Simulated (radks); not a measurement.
Q: Excited configurations of Zr+: one electron is placed in a higher orbital outside [Kr] 4d2. The ground configuration is [Kr] 4d2 5s1. Calculated with a radial shooting solver on a logarithmic mesh with Libxc functionals: Dirac Kohn-Sham, BLYP, spin-unpolarised, spherical densities, finite nucleus; open shells are shared between the two j in proportion to 2j + 1; Fermi nuclear charge, rms radius 4.2694 fm. Excitation = E - E(ground); binding = E(ion) - E, where the ion is the core of charge +2; n* = 2/sqrt(2 binding) in atomic units, and the quantum defect is n - n*. Eigenvalue and <r> are those of j = l + 1/2.

| outer orbital | excitation (eV) | binding (eV) | n* | quantum defect | eigenvalue (eV) | <r> (bohr) |
|---|---|---|---|---|---|---|
| 5p | 3.753 | 9.292 | 2.420 | 2.580 | -6.744 | 4.242 |
| 5d | 7.999 | 5.045 | 3.284 | 1.716 | -3.600 | 6.750 |
| 6s | 7.248 | 5.797 | 3.064 | 2.936 | -4.547 | 7.260 |
| 6p | 8.327 | 4.718 | 3.396 | 2.604 | -3.623 | 8.550 |
| 6d | 9.883 | 3.162 | 4.149 | 1.851 | -2.373 | 11.95 |
| 7s | 9.597 | 3.448 | 3.973 | 3.027 | -2.693 | 12.28 |

Estimate the row for 4f.

A: excitation (eV) 9.562; binding (eV) 3.483; n* 3.953; quantum defect 0.047; eigenvalue (eV) -2.331; <r> (bohr) 8.362. The Delta-SCF ionisation energy is 13.045 eV (NIST Atomic Spectra Database: 13.130 eV, measured). Self-interaction in the functional shifts the binding energies and quantum defects, so they are the method's values and not measured ones. Spin polarisation and multiplet splitting are left out, so open shells lie too high by an amount that depends on their filling. Sharing an open shell by 2j + 1 raises it above the true ground level by a part of the spin-orbit splitting, which enters the differences from NIST.

Beside tabulated values, note that spin-unpolarised runs miss the spin-polarisation part of the exchange energy of open shells.
